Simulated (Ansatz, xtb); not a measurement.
## Two isomers of C6H6O3

We compare X, `C[C@@H]1OC(=O)C=CC1=O`, a singlet, with Y, `Oc1ccc(O)c(O)c1`, a singlet. Both are isolated molecules in the gas phase, relaxed with PBE-D3(BJ)/def2-SVP; the shapes shown needn't be the lowest conformers.

X (Å):

```yaml
atoms:
  - { symbol: C, position_ang: [-0.9283, 1.4292, -0.3091] }
  - { symbol: C, position_ang: [-0.9260, -0.0621, -0.0117] }
  - { symbol: C, position_ang: [-0.2961, -1.2542, 2.0611] }
  - { symbol: C, position_ang: [0.5807, -2.1398, 1.2475] }
  - { symbol: C, position_ang: [0.8353, -1.9218, -0.0641] }
  - { symbol: C, position_ang: [0.1798, -0.8066, -0.7733] }
  - { symbol: O, position_ang: [-0.9313, -0.2348, 1.4226] }
  - { symbol: O, position_ang: [-0.4251, -1.3918, 3.2611] }
  - { symbol: O, position_ang: [0.4442, -0.5139, -1.9332] }
  - { symbol: H, position_ang: [-0.9433, 1.5785, -1.4046] }
  - { symbol: H, position_ang: [-1.8123, 1.9125, 0.1465] }
  - { symbol: H, position_ang: [-0.0131, 1.9006, 0.1001] }
  - { symbol: H, position_ang: [-1.8767, -0.5144, -0.3861] }
  - { symbol: H, position_ang: [1.0490, -2.9594, 1.8136] }
  - { symbol: H, position_ang: [1.5366, -2.5391, -0.6479] }
```

Y (Å):

```xyz
15

C    -2.1614    0.2074   -0.0929
C    -1.6586    0.5658    1.1707
C    -1.2934   -0.4395    2.0824
C    -1.4246   -1.7904    1.7462
C    -1.9309   -2.1528    0.4735
C    -2.2963   -1.1530   -0.4385
O    -2.5059    1.2124   -0.9522
O    -1.0988   -2.8558    2.5587
O    -2.0580   -3.4655    0.1480
H    -2.8334    0.8091   -1.7764
H    -1.5591    1.6294    1.4259
H    -0.8989   -0.1624    3.0738
H    -0.7620   -2.5218    3.4085
H    -1.7462   -3.9694    0.9286
H    -2.6874   -1.4590   -1.4214
```

Q: Which of the two would you expect CCSD(T)/def2-SVP + ΔMP2/def2-TZVPP electronic energies to favour?

A: Structure Y; the calculation gives E(Y) − E(X) = −8.3 kcal/mol.

The same difference at several levels:

```
                             level             geometry  E(Y) − E(X) (kcal/mol)  departure from the last row (kcal/mol)  job, with rough time for the two
               PBE-D3(BJ)/def2-SVP  PBE-D3(BJ)/def2-SVP                      −7.7                                    +0.6                optimisation, 81 s
                       HF/def2-SVP  PBE-D3(BJ)/def2-SVP                      −1.6                                    +6.7           part of the CCSD(T) run
                      MP2/def2-SVP  PBE-D3(BJ)/def2-SVP                      −7.4                                    +0.9           part of the CCSD(T) run
                  CCSD(T)/def2-SVP  PBE-D3(BJ)/def2-SVP                      −1.4                                    +6.9                      single point
CCSD(T)/def2-SVP + ΔMP2/def2-TZVPP  PBE-D3(BJ)/def2-SVP                      −8.3                                                     single point, 2.7 min
```

As drawn, Y has 1 C–O, 6 C∷C, 3 O–H in place of 4 C–C, 2 C=O, 1 C=C, 3 C–H (∷ is an aromatic bond). Structure X has a 6-membered ring, Y a 6-membered ring (with an aromatic ring).

The levels shown agree on the order. The largest departure from CCSD(T)/def2-SVP + ΔMP2/def2-TZVPP is that of CCSD(T)/def2-SVP, 6.9 kcal/mol. Levels run at GFN2-xTB geometries aren't shown. The last row adds to CCSD(T) the change of the MP2 difference between the two basis sets, here −6.9 kcal/mol, a large step that makes the value less sure.

With thermal terms from frequencies at re-optimised GFN2-xTB minima (ideal gas, soft modes damped towards free rotors, one conformer each, 298.15 K, 1 atm): on the last row, ΔE + ΔZPE = −8.2, ΔH = −8.4, ΔG = −7.4 kcal/mol.

The correlated steps freeze 9 core orbitals. Mirror images aren't counted in ΔG. Codes used: Ansatz 0.2.0, xtb 6.7.1; the last row on 4 threads of Arm Neoverse V1 on a shared host.
